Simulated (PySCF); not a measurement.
SMILES C[CH](C)[Be][SeH] (C₃H₈BeSe) at its PBE0/def2-SVP optimised geometry (Å):

```
13

Be     0.6794    -0.0315     0.0000
C     -1.0126    -0.0338    -0.0015
C     -1.6221     1.3455     0.2817
C     -1.6152    -1.1081     0.9137
H     -1.2839    -0.3037    -1.0453
H     -2.7241     1.3266     0.1969
H     -1.3903     1.6924     1.3031
H     -1.2564     2.1190    -0.4130
H     -1.2441    -2.1190     0.6788
H     -2.7171    -1.1386     0.8314
H     -1.3835    -0.9168     1.9753
Se     2.7241    -0.0315     0.0000
H      2.7291    -0.3252    -1.4442
```

Method: PBE0/def2-TZVP (PySCF 2.14.0). Cells within 0.4 Å of a nucleus heavier than hydrogen are left out (blank, or x).

Map of the LUMO amplitude (bohr^(-3/2)) on the plane z = 0.0 Å; orbital energy -0.67 eV, overall sign arbitrary:

```
|6666666666666667777776666666666|
|6666666666666777777777776666666|
|6666666666677777777777777766666|
|6666666666777777777777777776666|
|6666666666777777777777777777666|
|6666777776777777777777777777766|
|6677777766677777888887777777766|
|6777777766667778888888777777766|
|6777777766666778888888777777666|
|7777777766556678888888777766666|
|7777778776655678899887766666666|
|7777788876x55678999887655556666|
|7777788876544578999876543445566|
|7777788876544567999764321234566|
|777778887776x3578x86423x4024566|
|77777888888xxx35xxx420xxx113556|
|777788888888x2344x33102x5014566|
|7777888888765444433320000134566|
|7777888888765544444332222345666|
|7777788887765555555444444556666|
|7777788887766666655555555666666|
|6777777777766666666666666666666|
|6777777777777666666666777776666|
|6677777777777777777777777777666|
|6667777777777777777777777777666|
|6666777777777777777777777777666|
|6666666777777777777777777776666|
|6666666666777777777777777766666|
|6666666666667777777777777666666|
|6666666666666777777777766666666|
|6666666666666666777766666666666|
```
Scale: ten equal steps from -0.053 (start of '0') to 0.026 (end of '9'), in the order '0123456789'; x runs from -5.00 to 5.00, y from -5.00 (bottom) to 5.00 (top).
